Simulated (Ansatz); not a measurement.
Born–Oppenheimer molecular dynamics of H$_{10}$OSi$_{4}$ (15 atoms, charge 0, multiplicity 1). It starts from a relaxed structure.

Computed with Ansatz 0.2.0, RKS PBE0/6-31G.

```yaml
ensemble: NVE (velocity Verlet)
time_step: 1 fs
steps_asked: 100
starting_velocities_drawn_for: 100 K
masses: H 2.014 u
seed: 257057
```

First frame:

```xyz
15
Properties=species:S:1:pos:R:3
Si -2.625 0.915 1.533
Si -0.492 1.543 0.741
O 0.495 0.188 0.505
Si 1.278 -1.243 0.058
Si 1.951 -1.181 -2.204
H -2.530 0.196 2.850
H -3.460 2.154 1.729
H -3.328 0.023 0.547
H -0.634 2.291 -0.562
H 0.176 2.459 1.734
H 2.480 -1.433 0.946
H 0.347 -2.413 0.276
H 2.900 -0.044 -2.460
H 2.653 -2.471 -2.543
H 0.766 -1.034 -3.119
```

Question: How far do the bonds stretch over the last three quarters of this one trajectory? (Pairs bonded in most of those frames.)

Answer: 
```csv
bond,mean (Å),spread (Å),shortest,longest
Si1–Si2,2.364,0.032,2.32,2.41
Si1–H6,1.509,0.038,1.45,1.56
Si1–H7,1.507,0.016,1.48,1.53
Si1–H8,1.505,0.014,1.48,1.53
Si2–O3,1.689,0.012,1.67,1.71
Si2–H9,1.511,0.017,1.49,1.53
Si2–H10,1.509,0.007,1.50,1.52
O3–Si4,1.690,0.010,1.67,1.71
Si4–Si5,2.358,0.020,2.33,2.39
Si4–H11,1.511,0.023,1.48,1.54
Si4–H12,1.509,0.006,1.50,1.52
Si5–H13,1.505,0.016,1.48,1.53
Si5–H14,1.506,0.007,1.49,1.52
Si5–H15,1.504,0.011,1.49,1.52
```

Mean temperature of the second half: 47 K. The conserved energy stayed within 0.096 meV per atom of its start (net change 0.075 meV per atom), so the integration is sound. Over the second half the temperature averaged 0.47 of the 100 K drawn at the start: a run that starts near a minimum puts about half its kinetic energy into the potential. A run of 0.1 ps of so small a system gives no equilibrium averages. Limits of this set-up: no polarisation functions.

The run took 6.2 min on 1 thread of Arm Neoverse V2, on a shared host, peak memory 0.18 GiB.
